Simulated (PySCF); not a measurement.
**Substituent chemical shifts**

Parent skeleton `[BH4-:1]`; one hydrogen on atom 1 is replaced by X. Hydrogens on one atom are averaged.

PySCF 2.14.0 with density-fitted response routines calculation with GIAO PBE0/pcSseg-1 shieldings and PBE0-D3(BJ)/def2-SVP structure; no solvent, non-relativistic, rapidly exchanging positions averaged, one conformer.

Scale: 11B against BF3·OEt2; 1H vs TMS (reference shieldings calculated alike).

Parent (X = H): B1 -51.0, H(B1) -0.26 ppm. Effects are Δδ = δ(X) − δ(H), positive for deshielding.

(1) Order these by the shift of H(B1), most shielded first.
A. X = allyl
B. X = CH2CF3
C. X = B(OH)2
D. X = NHSiH3
E. X = BCl2

(2) Order these by the shift of B1, most shielded first.
A. X = NHSiH3
B. X = allyl
C. X = BCl2
D. X = B(OH)2

Results:

(1) C (-0.30 ppm), E (+0.77 ppm), B (+0.92 ppm), A (+1.08 ppm), D (+2.43 ppm).

(2) D (-2.6 ppm), C (+9.3 ppm), B (+17.2 ppm), A (+25.9 ppm).
